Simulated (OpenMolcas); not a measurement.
**S+: effect of the basis set**

* Program: OpenMolcas
* Method: SS-CASPT2, IPEA 0.25 Eh, imaginary shift 0.1 Eh (closed shells correlated: 2s 2p 3s)
* Active space: 3 electrons in 3 orbitals (3p)
* State averaging: 2S+1 = 4 odd, 1 root; 2S+1 = 2 odd, 8 roots
* Spin-orbit coupling: RASSI with atomic mean-field integrals over the reference wave functions, term energies averaged over their components

A. ANO-R1 [4s3p1d], X2C, finite nucleus; CASPT2 step of the order of 0.5 core-seconds
B. ANO-RCC-VTZP [5s4p2d1f], DKH2, point nucleus; CASPT2 step of the order of 1.2 core-seconds
C. ANO-L-VTZP [5s4p2d1f], non-relativistic, point nucleus; CASPT2 step about 0.8 core-seconds
D. ANO-R2 [5s4p3d1f], X2C, finite nucleus; CASPT2 step roughly 0.8 core-seconds
E. ANO-RCC-VQZP [6s5p3d2f1g], DKH2, point nucleus; CASPT2 step about 1.2 core-seconds
F. ANO-R3 [6s5p4d3f1g], X2C, finite nucleus; CASPT2 step roughly 1.6 core-seconds

Energies in cm⁻¹ above 3s² 3p³ ⁴S°_3/2, the measured ground level; measured values from NIST Handbook of Basic Atomic Spectroscopic Data.

```csv
Level,A,B,C,D,E,F,Measured
3s² 3p³ ⁴S°_3/2,0.0,0.0,0.0,0.0,0.0,0.0,0.0
3s² 3p³ ²D°_3/2,17290,15680,15690,15790,15030,15080,14853
3s² 3p³ ²D°_5/2,17310,15700,15710,15820,15050,15100,14885
3s² 3p³ ²P°_1/2,28010,26490,26540,26490,25670,25620,24525
3s² 3p³ ²P°_3/2,28040,26510,26560,26520,25700,25650,24572
```

Deviations, from unrounded energies. A percentage is the sum of absolute deviations over the sum of measured energies, with the sign that they share, or ± where signs differ.

```json
{"Against measurement": "mean absolute deviation (cm-1)", "Levels": "4", "A": "3000", "B": "1400", "C": "1400", "D": "1400", "E": "650", "F": "650"}
{"Against measurement": "other terms of the ground configuration (%)", "Levels": "4", "A": "+15.0", "B": "+7.0", "C": "+7.2", "D": "+7.3", "E": "+3.3", "F": "+3.3"}
```

E, F lie about equally close to measurement and A furthest from it. The largest miss of E in the table is 3s² 3p³ ²P°_1/2, by +1100 cm-1. The ranking rests on the paired levels alone, and a cruder setting can come out closer through cancelling errors.

The two smallest mean deviations differ by little beside CASPT2's spread within terms, so their order carries little weight.

Among A to F the level of the table that moves most is 3s² 3p³ ²P°_1/2, by 2400 cm-1 (lowest in F, highest in A). Moves below CASPT2's spread within the term are not significant.

Term energies are means over components that CASPT2 splits; among the terms shown or strongly mixed into the levels shown the widest spread is 240 cm-1 (3s² 3p³ ²D°, E). With the s shell closed, the reference lacks s² → p² mixing. Some terms miss by over 15 % even with CASPT2, which points to a basis or an active space too small for the shells correlated (holds for A). Computed and measured levels are paired by configuration, term and J; levels that our copy of the source lacks, or whose pairing is in doubt (as where it misses far off the trend of its configuration), stay unpaired and out of the deviations. Levels of configurations outside the active space are missing.

° marks odd parity.
